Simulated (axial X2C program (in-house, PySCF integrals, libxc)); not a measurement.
# Curves of GaBr⁺ by EOM-IP-CCSD

Calculated with an in-house all-electron X2C program for linear molecules (integrals from PySCF): two-component X2C with atomic mean-field Coulomb and Gaunt terms, Gaussian nuclei, basis Br dyall-cv3z, Ga dyall-cv3z with contracted cores.

Energies in eV from the lowest point of the lowest state; states are followed by energy order within each Ω. Reference: GaBr, 20 electrons correlated in 94 virtual spinors with an MP2 remainder; levels at this size can be off by some tenths of an eV. Masses 78.918 and 68.926 u.

```json
{"R (Å)": "2.183", "(1)Ω=1/2": "0.0273", "(1)Ω=3/2": "1.6258", "(2)Ω=1/2": "1.9305", "(3)Ω=1/2": "4.8495"}
{"R (Å)": "2.278", "(1)Ω=1/2": "0.0000", "(1)Ω=3/2": "1.1269", "(2)Ω=1/2": "1.4379", "(3)Ω=1/2": "4.4573"}
{"R (Å)": "2.373", "(1)Ω=1/2": "0.0440", "(1)Ω=3/2": "0.7691", "(2)Ω=1/2": "1.0906", "(3)Ω=1/2": "4.2266"}
{"R (Å)": "2.480", "(1)Ω=1/2": "0.1219", "(1)Ω=3/2": "0.4900", "(2)Ω=1/2": "0.8320", "(3)Ω=1/2": "4.1266"}
{"R (Å)": "2.587", "(1)Ω=1/2": "0.1871", "(1)Ω=3/2": "0.3059", "(2)Ω=1/2": "0.6839", "(3)Ω=1/2": "4.1651"}
{"R (Å)": "2.729", "(1)Ω=1/2": "0.2219", "(1)Ω=3/2": "0.1630", "(2)Ω=1/2": "0.6160", "(3)Ω=1/2": "4.3801"}
```

No minimum in range: (1)Ω=3/2, (2)Ω=1/2; the order of states may turn beyond it. T1 of the reference reaches 0.013 (Lee–Taylor). Curves followed by order can swap character. Number of frozen shells: Br 3 s, 2 p, 1 d; Ga 3 s, 2 p. Roots with under 60 % one-particle weight at any point are counted in the labels but not shown, and the list ends where the roots sought for some Ω run out; states that need a further excitation are missing and may lie low or lowest. Curves with a minimum but no constants failed the fit check.
